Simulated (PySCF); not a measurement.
# Fe²⁺: ionisation energy

Fe²⁺ [Ar] 3d6 (5D) → Fe³⁺ [Ar] 3d5 (6S), as a difference of total energies. Computed with PySCF 2.14 in def2-TZVPPD (6s6p4d2f1g, 67 functions), with no relativity, point nucleus. Correlated levels: valence and next inner shell: [Ne] frozen. The calculations carry no spin-orbit coupling.

| method | ionisation energy (eV) |
| --- | --- |
| UHF | 28.527 |
| MP2 (valence and next inner shell) | 30.588 |
| SCS-MP2 (valence and next inner shell) | 30.555 |
| CCSD (valence and next inner shell) | 30.322 |
| CCSD(T) (valence and next inner shell) | 30.377 |

Question: How much does correlation contribute at CCSD(T) (valence and next inner shell)?

Answer: 30.377 − (28.527) = 1.850 eV, measured against UHF.

A first-order spin-orbit estimate (lowest level to lowest level, LS coupling) adds 0.054 eV.

These non-relativistic numbers lack the scalar-relativistic shift.

Errors of the correlated levels include the incompleteness of this basis and the frozen core.

For comparison: 30.651 ± 0.012 eV (measured; NIST Atomic Spectra Database, ionization energies).
